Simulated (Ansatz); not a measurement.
Cartesian coordinates (Å):
```xyz
5

Sc     0.0726    -0.0697     0.0191
Cl    -0.4971     1.8280    -1.1408
Cl     0.7147    -2.0035    -1.0385
O      0.0128    -0.0396     1.8371
H     -0.0130    -0.0381     2.7988
```
Charge 0, spin multiplicity 1.

Computed with frozen-core CCSD(T)/def2-TZVPP // r2SCAN-D4/def2-SVP in Ansatz (a quantum-chemistry and plane-wave program).

| Quantity | Value |
|---|---|
| HF energy | -1754.53048 Ha |
| MP2 correlation energy | -0.90967 Ha |

Task: Estimate the CCSD correlation energy, the (T) correction, the total energy and the T1 diagnostic.

Result: 
```json
{
 "CCSD correlation energy": "-0.95083 Ha",
 "(T) correction": "-0.03905 Ha",
 "CCSD(T) total energy": "-1755.52036 Ha",
 "T1 diagnostic": "0.015"
}
```
